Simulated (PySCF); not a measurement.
Here is a job for PySCF.
```python
from pyscf import gto, scf, dft

mol = gto.M(
    atom='''
Si   -0.000000   -0.000000   -0.540246
O     0.000000    0.000000    0.945430
''',
    basis='def2-svp',
    charge=1,
    spin=1,
    verbose=4,
)

mf = dft.UKS(mol)
mf.xc = 'r2scan'
mf.grids.atom_grid = (99, 590)
mf.grids.prune = None
mf.kernel()
```

Task: Give the nuclear repulsion energy at the level R2SCAN/def2-SVP (PySCF).

Result: 39.8928 Eh

Task: Estimate the number of basis functions that R2SCAN/def2-SVP returns for this input.

Result: 32

Task: Predict the Mulliken (on the basis functions themselves) charges in atom order from R2SCAN/def2-SVP.

Result: Si1 1.11, O2 -0.11

Task: What is the computed total energy (R2SCAN/def2-SVP)?

Result: -364.0794 Eh

These values belong to the state on which the SCF converged, which isn't shown to be the lowest.
